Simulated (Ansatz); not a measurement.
System: C₂H₂O (charge 0, singlet). SMILES: C1=CO1
Geometry from a B3LYP-D3(BJ)/def2-TZVP (Ansatz, a program for electronic structure) optimisation:
```xyz
5

C     -0.5598    -0.3894    -0.1406
C      0.6961    -0.5349    -0.0506
O     -0.1265     0.8836     0.1831
H     -1.5447    -0.7845    -0.3237
H      1.7394    -0.7389     0.0057
```

Computed values are from Ansatz. Valence correlation only, unless marked. Open shells are spin-unrestricted. No spin-orbit coupling. No relativistic terms. CBS(X,Y): correlation extrapolated as X^-3; Hartree-Fock from the larger set.

The Hartree-Fock reference is unstable (checked in the largest basis), which strains HF and MP2. 

Q: What is the total energy at CCSD(T)/CBS(cc-pVTZ,cc-pVQZ)?

A: -152.3037 Eh.

Q: What is the dipole moment at CCSD(T)/aug-cc-pVDZ?

A: 2.32 D.

Q: What is the atomisation energy De at CCSD(T)/CBS(cc-pVTZ,cc-pVQZ)?

A: 452.4 kcal/mol.

Q: What is the T1 diagnostic at CCSD/cc-pVQZ?

A: 0.018.
